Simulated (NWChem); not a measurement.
ZnSiH$_{3}$I; SMILES [SiH3][Zn][I]

def2 effective core potentials on I; no spin-orbit coupling.

Problem. Give the equilibrium geometry at PBE0/def2-SVP with def2 effective core potentials on I (NWChem) as a Z-matrix, with the point group.

Solution. point group C3v; any orientation.
```
Si
H 1 1.4967
H 1 1.4968 2 107.96
H 1 1.4969 2 108.00 3 116.58
Zn 1 2.3649 2 111.01 3 -121.60
I 5 2.4510 3 153.96 1 -179.81
```
